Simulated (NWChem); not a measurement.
SiH₃F; SMILES F[SiH3]

```xyz
5

Si     0.0000     0.0000    -0.4590
F      0.0000     0.0000     1.1655
H      0.9981     0.9981    -0.9329
H      0.3653    -1.3634    -0.9329
H     -1.3634     0.3653    -0.9329
```
Atoms are numbered in this order, from 1.

All runs use the structure optimised with PBE0/def2-SVP.

Task: List the 4 lowest vertical singlet excitations from PBE0/def2-SVPD, TDA (NWChem).

Result: 
| state | energy (eV) | oscillator strength | leading excitation (squared amplitude) |
|---|---|---|---|
| S1 | 8.01 | 0.006 | HOMO → LUMO (0.99) |
| S2 | 8.01 | 0.006 | HOMO−1 → LUMO (0.99) |
| S3 | 9.34 | 0.125 | HOMO → LUMO+1 (0.98) |
| S4 | 9.34 | 0.125 | HOMO−1 → LUMO+1 (0.98) |
